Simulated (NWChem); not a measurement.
System: C$_{2}$H$_{2}$BrCl; SMILES Cl/C=C\Br

NWChem input:

```
start job
memory heap 200 mb stack 900 mb global 1100 mb
geometry units angstroms noautoz
  Cl     0.549211    -2.084974     0.000000
  C     -0.973733    -1.304098     0.000000
  C     -1.161700     0.016217     0.000000
  Br     0.201345     1.287996     0.000000
  H     -1.831963    -1.980843     0.000000
  H     -2.171833     0.429813     0.000000
end
basis spherical
  * library def2-svp
end
dft
  xc xpbe96 cpbe96
  iterations 150
  vectors input atomic output neutral.movecs
end
task dft energy
charge 1
dft
  odft
  mult 2
  vectors input atomic output cation.movecs
end
task dft energy
```

Geometry: optimised at PBE0/def2-SVP.

Ions are spin-unrestricted doublets at the neutral geometry; other ion states weren't tried.

Question: What results follow from this input? (PBE/def2-SVP, vertical spin-unrestricted ions.) Quantities: vertical ionisation energy, ΔSCF (eV); −ε(HOMO) (eV).

Answer: 
| Quantity | Value |
|---|---|
| vertical ionisation energy, ΔSCF (eV) | 9.12 |
| −ε(HOMO) (eV) | 5.95 |
